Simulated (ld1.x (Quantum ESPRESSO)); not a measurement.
**Before and after: TM potential for Co**

cobalt, norm-conserving Troullier–Martins (Kleinman–Bylander form), made with ld1.x (Quantum ESPRESSO) 7.5 (PBE, scalar-relativistic). Core [Ar], reference 3d7 4s1 4p0 (charge +1). Waves: 4s (bound): rc 2.35 bohr; 4p (bound, empty): rc 3.05 bohr; 3d (bound): rc 1.20 bohr. Local part: all-electron potential smoothed inside 1.70 bohr (lloc = -1). Core correction: Bessel-smoothed model core inside 0.60 bohr.

Change: all radii but the core radius scaled by about 1.33 (s 3.12, p 4.04, d 1.60 bohr); local potential all-electron potential smoothed inside 2.26 bohr (lloc = -1).

Cutoffs: the cutoffs (Ry, on a coarse ladder) from which the occupation-weighted sum of valence levels, in a spherical-Bessel basis at the reference potential, stays within 10 and 1 mRy of its value at 400 Ry; they do not see the model core or the augmentation charge, which bear on the density cutoff. Errors are all-electron minus pseudo energies relative to the spin-unpolarised reference configuration.

Predict the effect on cutoff, ghosts and configuration errors.

The potential gets softer (160 Ry and 260 Ry → 100 Ry and 180 Ry); the number of tests with a reliable result goes from 7 to 6; of the 6 tests that both files solve, the error grows in 5 and shrinks in 0 by more than 15 % and 0.3 meV (median size 10.0 → 24.6 meV); neither file shows a bound ghost. A larger radius leaves more room for a smooth pseudo-wave, so fewer plane waves are needed. More of the atom is replaced by a form fitted at one configuration, so other configurations suffer.

| quantity | base | changed |
| --- | --- | --- |
| cutoff, loose | 160 Ry | 100 Ry |
| cutoff, tight | 260 Ry | 180 Ry |
| loose cutoff by channel (10 mRy a level) | s 8 Ry, d 140 Ry | s 6 Ry, d 90 Ry |
| bound ghosts | none | none |
| tests with a reliable result | 7 of 7 | 6 of 7 |
| error for 3d7 4s0 4p0, meV [ΔE 16.79 eV] | -18 | -37 |
| error for 3d6 4s0 4p0, meV [ΔE 52.66 eV] | -247 | -501 |
| error for 3d8 4s1 4p0, meV [ΔE -10.23 eV] | -68 | -63 |
| error for 3d7 4s1.5 4p0, meV [ΔE -5.43 eV] | -0.5 | -1.0 |
| error for 3d7 4s0 4p1, meV [ΔE 5.37 eV] | -1.7 | -7.2 |
| error for 3d7.5 4s1.5 4p0, meV [ΔE -9.99 eV] | -0.8 | -12 |
